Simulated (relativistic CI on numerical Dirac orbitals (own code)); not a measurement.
**Hyperfine structure of W XLVI, mass number 183**

Computed by Dirac-Coulomb-Breit CI, orbitals from a KLI potential per configuration, a model potential for QED, unscaled Slater integrals (own radial code, finite nucleus).

Configuration list (outside the closed core [Ar]): 3d10 4s, 3d10 4p, 3d10 4d, 3d10 4f, 3d10 5s, 3d10 5p, 3d10 5d, 3d10 5f, 3d10 5g, 3d9 4p2, 3d10 6s, 3d10 6p, 3d10 6d, 3d8 4s 4p2, 3d9 4s2, 3d9 4p 4d. Levels of other configurations are missing.

Nuclear spin I = 1/2, μ = 0.11739 μN (tables of Stone and Pyykkö). The electronic factors are computed for point nuclear moments, without core polarisation or the Bohr-Weisskopf and QED corrections.

| Level | E (eV) | A (GHz) |
| --- | --- | --- |
| 3d10 4s 2S_1/2 | 0.000 | 403.5 |
| 3d10 4p 2P°_1/2 | 97.644 | 128.3 |
| 3d10 4p 2P°_3/2 | 198.885 | 14.49 |
| 3d10 4d 2D_3/2 | 349.526 | 7.354 |
| 3d10 4d 2D_5/2 | 371.036 | 2.927 |
| 3d10 4f 2F°_5/2 | 532.021 | 1.553 |
| 3d10 4f 2F°_7/2 | 537.414 | 0.8457 |
| 3d10 5s 2S_1/2 | 966.817 | 189.3 |

Levels with J = 0, under 50 % of one LS term, or S terms without an open s electron are left out. Small factors come from cancelling terms and can be off by tens of per cent or more.

At this charge energies of transitions that change n are usually good to better than 1 %, and those within a shell (Δn = 0) to a few per cent.

(1) Give the hyperfine levels of 3d10 4s 2S_1/2 relative to its centre of gravity.

Answers

(1) With K = F(F + 1) − I(I + 1) − J(J + 1), E = AK/2: F = 0: -302.7, F = 1: 100.9 GHz.

LS names give the leading component of a level, which can be under half, so a name can repeat, a term be missing and a line seem to break the LS rules.
